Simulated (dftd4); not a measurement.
C6H6, charge -1, doublet, at a GFN2-xTB geometry (a state made from the parent by changing its charge; the spin is typed, not shown lowest); D4 for pbe0 run with dftd4.

Here is a job for dftd4.
```
$ dftd4 mol.xyz --func pbe0 --charge -1 --json dftd4.json --noedisp --grad

# file mol.xyz
12

C     -0.79209486     1.14402906     0.04294872
C     -1.40815868    -0.08704909    -0.05219417
C     -0.57965949    -1.28365722    -0.09711679
C      0.79209486    -1.14402906    -0.04294872
C      1.40815868     0.08704909     0.05219417
C      0.57965949     1.28365722     0.09711679
H     -1.41475422     2.04334103     0.07671036
H     -2.49017263    -0.17889071    -0.09381208
H     -1.04845221    -2.26117925    -0.17198459
H      1.41475422    -2.04334103    -0.07671036
H      2.49017263     0.17889071     0.09381208
H      1.04845221     2.26117925     0.17198459
```

Task: Predict the main parts of the log of this dftd4 run.

Result: 
```
                    ____  _____ _____     ____  _  _
      -------------|  _ \|  ___|_   _|---|  _ \| || |------------
     |             | | | | |_    | | ___ | | | | || |_           |
     |             | |_| |  _|   | ||___|| |_| |__   _|          |
     |             |____/|_|     |_|     |____/   |_|            |
     |             ===================================           |
     |            E. Caldeweyher, S. Ehlert & S. Grimme          |
     |          Mulliken Center for Theoretical Chemistry        |
     |                    University of Bonn                     |
      -----------------------------------------------------------

Rational (Becke-Johnson) damping: pbe0-D4-ATM
---------------------
  s6         1.0000
  s8         1.2007
  s9         1.0000
  a1         0.4009
  a2         5.0293
 alp        16.0000
--------------------

Dispersion energy:      -1.0407971841133E-02 Eh

Gradient norm:           6.9035916831299E-04 Eh/a0
--------------------------------------------------
     #    Z           dE/dx      dE/dy      dE/dz
--------------------------------------------------
     1    6 C    -1.518E-04  2.192E-04  8.228E-06
     2    6 C    -2.702E-04 -1.640E-05 -9.996E-06
     3    6 C    -1.109E-04 -2.464E-04 -1.863E-05
     4    6 C     1.518E-04 -2.192E-04 -8.228E-06
     5    6 C     2.702E-04  1.640E-05  9.996E-06
     6    6 C     1.109E-04  2.464E-04  1.863E-05
     7    1 H    -4.617E-05  6.668E-05  2.503E-06
     8    1 H    -8.298E-05 -5.043E-06 -3.070E-06
     9    1 H    -3.408E-05 -7.567E-05 -5.722E-06
    10    1 H     4.617E-05 -6.668E-05 -2.503E-06
    11    1 H     8.298E-05  5.043E-06  3.070E-06
    12    1 H     3.408E-05  7.567E-05  5.722E-06
--------------------------------------------------

Virial:
--------------------------------------------------
      component           x          y          z
--------------------------------------------------
          x       3.298E-03 -3.825E-05  1.076E-04
          y      -3.825E-05  3.314E-03  1.996E-04
          z       1.076E-04  1.996E-04  1.568E-05
--------------------------------------------------

[Info] Dispersion results written to 'dftd4.txt'
[Info] JSON dump of results written to 'dftd4.json'
```
